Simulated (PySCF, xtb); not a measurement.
## Relative energy of two isomers of BFH6Si2

Structure X: `B[SiH2][SiH2]F`, a singlet. Structure Y: `B[SiH](F)[SiH3]`, a singlet. Both are isolated molecules in the gas phase, relaxed with B3LYP/6-31G*; the shapes shown needn't be the lowest conformers.

X (Å):

```xyz
10

B    -1.1585    0.0414    0.9570
F     1.6207    1.8819   -1.2349
Si    1.5561    0.2633   -1.3497
Si    0.6789   -0.6977    0.6209
H     1.6493   -0.4515    1.7262
H     0.6748   -2.1637    0.3296
H     0.7054   -0.0825   -2.5223
H     2.9364   -0.2401   -1.5942
H    -2.1126   -0.4207    0.4051
H    -1.3283    0.9918    1.6603
```

Y (Å):

```
atom    x (Å)    y (Å)    z (Å)
   B  -1.2542   1.1295   0.8136
   F  -3.4175   1.3174  -1.3209
  Si  -2.1772   0.3925  -0.8036
  Si  -2.9792  -1.7809  -0.3332
   H  -0.2577   0.5919   1.2008
   H  -1.6715   2.0505   1.4493
   H  -1.2141   0.2702  -1.9414
   H  -1.8163  -2.6609  -0.0268
   H  -3.8951  -1.7930   0.8407
   H  -3.7060  -2.3425  -1.5048
```

Task: Which of the two would you expect CCSD(T)/def2-SVP + ΔMP2/def2-TZVPP electronic energies to favour?

Result: CCSD(T)/def2-SVP + ΔMP2/def2-TZVPP gives E(Y) − E(X) = +4.24 kJ/mol, favouring structure X, but this leans on the basis-set step: CCSD(T) alone gives +4.13 kJ/mol.

Level by level:

```csv
level,geometry,E(Y) − E(X) (kJ/mol),departure from the last row (kJ/mol),"job, with rough time for the two"
B3LYP/6-31G*,B3LYP/6-31G*,−0.85,−5.09,"optimisation, 2.8 min"
HF/def2-SVP,B3LYP/6-31G*,+3.36,−0.89,part of the CCSD(T) run
MP2/def2-SVP,B3LYP/6-31G*,+5.01,+0.77,part of the CCSD(T) run
CCSD(T)/def2-SVP,B3LYP/6-31G*,+4.13,−0.12,single point
CCSD(T)/def2-SVP + ΔMP2/def2-TZVPP,B3LYP/6-31G*,+4.24,,"single point, 70 s"
```

As drawn, both hold the same kinds of bond in the same numbers.

B3LYP/6-31G* finds them nearly level. The largest departure from CCSD(T)/def2-SVP + ΔMP2/def2-TZVPP is that of B3LYP/6-31G*, 5.09 kJ/mol. Levels run at GFN2-xTB geometries aren't shown. The last row adds to CCSD(T) the change of the MP2 difference between the two basis sets, here +0.12 kJ/mol.

With thermal terms from frequencies at re-optimised GFN2-xTB minima (ideal gas, soft modes damped towards free rotors, one conformer each, 298.15 K, 1 atm): the zero-point term adds −1.15 kJ/mol; ΔH is +3.84 and ΔG +2.30 kJ/mol.

The correlated steps freeze 12 core orbitals. Run with PySCF 2.14.0, xtb 6.7.1 (Pople sets with spherical d functions); the last row on 2 threads of Arm Neoverse V2 on a shared host.
